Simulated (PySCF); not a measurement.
C₆H₈, SMILES C=C=CC1CC1.

Geometry: PBE0-D3(BJ)/def2-SVP. The values are those of a single conformer.

Computed with PBE/def2-TZVP (PySCF).

Symmetry labels are those of the subgroup Cs that the program uses (full group Cs).

Q: List the valence orbital energies around the gap with their symmetry. (Estimate from the structure and the level; the computed values follow.)

A: 
| orbital | symmetry | energy (eV) |
|---|---|---|
| HOMO−7 | A" | -10.63 |
| HOMO−6 | A' | -10.61 |
| HOMO−5 | A' | -9.09 |
| HOMO−4 | A" | -8.84 |
| HOMO−3 | A" | -8.08 |
| HOMO−2 | A' | -7.37 |
| HOMO−1 | A' | -6.37 |
| HOMO | A" | -5.64 |
| LUMO | A' | -0.70 |
| LUMO+1 | A" | -0.46 |
| LUMO+2 | A' | 0.79 |
| LUMO+3 | A' | 1.08 |
